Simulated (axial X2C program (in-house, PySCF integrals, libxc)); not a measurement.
ONdO⁺: the levels of the configuration f(δφ)1 f(π)0

Computed with an axial X2C code built on PySCF integrals: two-component X2C with atomic mean-field Coulomb and Gaunt terms, basis O dyall-v2z, Nd dyall-v2z (cores contracted in-house). Orbitals come from Hartree–Fock averaged over the configuration Nd f(δφ)1 f(π)0; CI then distributes these electrons over the f(δφ), f(π) shells of Nd.

O–Nd–O held linear, both bonds 1.645 Å (near the minimum of the configuration average).

Active spinors (ω > 0):

| shell | ω | ε (eV) | character |
| --- | --- | --- | --- |
| f(δφ) | 3/2 | -2.29 | 100% Nd f |
| f(δφ) | 5/2 | -2.22 | 100% Nd f |
| f(δφ) | 5/2 | -1.89 | 100% Nd f |
| f(δφ) | 7/2 | -1.76 | 100% Nd f |
| f(π) | 3/2 | 1.76 | 82% Nd f, 10% Nd p, 6% O p |
| f(π) | 1/2 | 1.83 | 78% Nd f, 12% Nd p, 8% O p |

Lowest levels of this model:

| Ω | energy (cm⁻¹) | g∥ | configuration |
| --- | --- | --- | --- |
| 5/2 | 0 | 4.18 | 100% f(δφ)1 |
| 3/2 | 2671 | 2.02 | 100% f(δφ)1 |
| 7/2 | 3172 | 8.00 | 100% f(δφ)1 |
| 5/2 | 5130 | 5.82 | 100% f(δφ)1 |

g∥ is the magnitude of 2⟨Lz + ge Sz⟩ for the +Ω component.

Problem. From Ω and g∥ of the lowest level, whose 2⟨Lz + ge Sz⟩ is positive, find ⟨Sz⟩ and ⟨Lz⟩ (ge = 2.0023).

Solution. Ω = ⟨Lz⟩ + ⟨Sz⟩ = 5/2 and ⟨Lz⟩ + ge⟨Sz⟩ = 2.090, so ⟨Sz⟩ = -0.41 and ⟨Lz⟩ = 2.91.

Occupations of the active spinors in the lowest level by ω, shell by shell in order of energy: -7/2: 0.00; -5/2: 0.00 0.00; -3/2: 0.00 0.00; -1/2: 0.00; 1/2: 0.00; 3/2: 0.00 0.00; 5/2: 0.73 0.27; 7/2: 0.00. The leading determinant has weight 0.73 among 2.

This point took 2.2 s on 1 thread of Intel(R) Xeon(R) Platinum 8259CL CPU @ 2.50GHz (Skylake/Cascade Lake), on a shared host.

Dynamic correlation is missing, so gaps between terms are too wide and other configurations may lie lower; the lowest level listed is that of this model, not necessarily the ground state. At most 6 roots were kept for each Ω > 0 (twice that for Ω = 0) within 3.5 eV of the lowest, so higher up levels can be missing between those listed; levels with Ω > 0 are doubly degenerate and listed once, Ω = 0 levels singly. States that fill the shells left empty in the average are placed too high. The molecule was held linear; bending was not examined.
